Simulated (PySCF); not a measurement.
# A small calculation by hand: oscillator strength and radiative lifetime

C4H2ClF, SMILES C#C/C(Cl)=C\F.

Coordinates come from a ωB97X-D3(BJ)/def2-SVP optimisation. The structure was generated by enumeration; whether it is a known compound was not checked.

TDA-PBE0/def2-SVPD (PySCF) puts the first singlet state with f over 0.02 at 5.74 eV (vertical), with the transition dipole (-1.216, -0.272, 0.000) in atomic units.

Question: Find the oscillator strength, the wavelength and the radiative lifetime that this transition would have in vacuum if emission retraced absorption.

Answer: 
|μ|² = 1.5526 au, so |μ| = 3.17 D. ΔE = 5.74/27.211 = 0.2109 hartree. f = (2/3) ΔE |μ|² = 0.218 (the program prints 0.219).
λ = 1239.84/5.74 = 216 nm; ν = 46296 cm⁻¹.
Einstein's coefficient A = 0.6670 ν² f s⁻¹ (ν in cm⁻¹) = 3.1e8 s⁻¹, so τ = 1/A = 3.2 ns. This state is S3; the lower singlets have f = 0.000, 0.000. The figure is the radiative limit of this one transition; relaxation, internal conversion, crossing to triplets and a medium change what is measured.
